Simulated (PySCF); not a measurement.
Species: CH₁₁NSi₃ (charge +1 and doublet state).
Bonds: N1–Si2, Si2–Si3, Si3–C4, C4–Si5. Hydrogens: H6, H7 on N1; H8, H9 on Si2; H10, H11 on Si3; H12, H13 on C4; H14, H15, H16 on Si5.

Computed, not measured: PySCF, PBE0-D3(BJ)/def2-SVP geometry optimisation, gas phase.

Question: What internal coordinates does the optimisation give?

Answer: 
| bond | length (Å) | order |
| --- | --- | --- |
| N1–Si2 | 1.704 | single |
| Si2–Si3 | 2.542 | single |
| Si3–C4 | 1.840 | single |
| C4–Si5 | 1.931 | single |
| N1–H6 | 1.019 | single |
| N1–H7 | 1.018 | single |
| Si2–H8, Si2–H9 | 1.484 | single |
| Si3–H10, Si3–H11 | 1.489 | single |
| C4–H12, C4–H13 | 1.103 | single |
| Si5–H14, Si5–H15, Si5–H16 | 1.489 | single |

Bonds in one row agree within 0.01 Å and their mean is given. Orders are formal, as drawn. A selection of angles:
| angle | degrees |
| --- | --- |
| Si2–N1–H6 | 123.5 |
| Si2–N1–H7 | 123.8 |
| H6–N1–H7 | 112.5 |
| N1–Si2–Si3 | 105.1 |
| N1–Si2–H8 | 112.4 |
| Si3–Si2–H8 | 103.1 |
| Si3–Si2–H9 | 101.6 |
| H8–Si2–H9 | 120.1 |
| Si2–Si3–C4 | 108.4 |
| Si2–Si3–H10 | 96.4 |
| Si2–Si3–H11 | 101.0 |
| C4–Si3–H10 | 116.7 |
| H10–Si3–H11 | 113.7 |
| Si3–C4–Si5 | 111.8 |
| Si3–C4–H12 | 110.6 |
| Si5–C4–H12 | 107.3 |
| H12–C4–H13 | 108.8 |
| C4–Si5–H14 | 106.7 |
| H14–Si5–H15 | 111.8 |
| H15–Si5–H16 | 110.4 |

Dihedral angles: N1–Si2–Si3–C4 -63° (synclinal); Si2–Si3–C4–Si5 -179° (antiperiplanar). The mirror-image conformer, all signs reversed, is as good.

Si3 (silicon bonded to C, Si and 2 H) has angles from 96.4° to 117.0°. N1 (nitrogen bonded to Si and 2 H) is planar (angles 123.8°, 123.5° and 112.5°, sum 359.8°, 0.03 Å off the plane of its three neighbours). Si2 (silicon bonded to N, Si and 2 H) is distorted tetrahedral (angles from 101.6° to 120.1°). Si5 (silicon bonded to C and 3 H) is tetrahedral (angles from 106.7° to 111.8°). The 2 C–Si bonds span 1.840 Å (Si3–C4, drawn single) to 1.931 Å (C4–Si5, drawn single), a spread of 0.091 Å.

Point group: C1 (no symmetry element, even within 0.4 Å). Whether it is a minimum is left open (no frequencies). ⟨S²⟩ = 0.756 (exact for a doublet: 0.75). Torsions: H–N1–Si2–Si3 -86° and 88°, N1–Si2–Si3–C4 -63°, Si2–Si3–C4–Si5 -179°.
